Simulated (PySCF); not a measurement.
## Core binding energy against partial charge

C3H12AsB.
SMILES with atom numbers: `[CH3:1][CH2:2][CH2:3][BH2-:4][AsH3+:5]`

Binding energies: delta-SCF UKS SCAN, pcX-2 on the ionised atom, pcseg-1 elsewhere, spin-free X2C (PySCF). Charges: PBE0/pcSseg-1 ground-state density, for the ionised atom.

```
atom                environment  C 1s (eV)  Mulliken (e)  IAO (e)  Hirshfeld (e)  ESP (e)
  C3  sp3 carbon bound to boron     289.27        -0.416   -0.366         -0.144   -0.266
  C2           chain CH2 carbon     290.02        -0.239   -0.234         -0.068   +0.250
  C1              methyl carbon     290.31        -0.316   -0.405         -0.120   -0.358
```

Problem. How well does each charge scheme correlate with the binding energies over these sites?

Solution. Mulliken: r = 0.75, slope 4.6 eV per e; Hirshfeld: r = 0.54, slope 7.6 eV per e; ESP: r = 0.11, slope 0.2 eV per e; IAO: r = 0.03, slope 0.2 eV per e. Mulliken charges have the highest r, on only 3 points.

Problem. The point-charge model writes a binding energy as kq + V + constant, with V the potential of the other atoms' charges at the site. What does it give with the ESP charges?

Solution. V = Σ 14.40 eV Å × q/r over all other atoms: +2.91 eV at C3, -4.19 eV at C2, +4.57 eV at C1. Fitting binding energy − V to q gives k = 14.4 eV per e and leaves an rms residual of 0.30 eV, against 0.44 eV for the fit on q alone. The model has no term for differences in relaxation between sites.

The structure is a single PBE0-D3(BJ)/def2-SVP conformer in the gas phase; no vibrational or solvent corrections.

The values belong to the conformer `[CH3:1][CH2:2][CH2:3][BH2-:4][AsH3+:5]`: C1–C2–C3–B4 -64°, C2–C3–B4–As5 82°.
